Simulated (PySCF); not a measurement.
Ge(H)(F)2(OMe) (CH4F2GeO), SMILES [GeH]([O]C)([F])[F]. Heavy atoms are numbered as in [GeH:1]([F:2])([F:3])[O:4][CH3:5]. Hydrogens are named by the atom that carries them.

The structure is a stationary point at B3LYP-D3(BJ)/def2-SVP. The structure was generated by enumeration, and PubChem lists no compound with its InChIKey, so it may never have been made. One conformer was computed; it need not be the lowest.

Method: PBE/pcSseg-1 (PySCF).

GIAO shieldings, no solvent; atoms alike by connectivity are averaged. δ = σ(ref) − σ: ⁷³Ge against GeH4 (σ = 1614.4 ppm); ¹⁹F against CFCl3 (σ = 133.6 ppm); ¹⁷O against H2O (σ = 334.3 ppm); ¹³C against TMS (σ = 182.0 ppm); ¹H against TMS (σ = 31.49 ppm), references at their B3LYP-D3(BJ)/def2-TZVP geometries, non-relativistic.

Q: Estimate the chemical shifts. (Estimate from the structure and the level; the computed values follow.)

A: 
```csv
nucleus,atoms,count,δ (ppm)
⁷³Ge,Ge1 (GeH),1,311.0
¹⁹F,F2,2,-169.3
¹⁷O,O4,1,76.3
¹³C,C5 (CH3),1,58.8
¹H,H on Ge1,1,6.16
¹H,H on C5,3,4.38
```
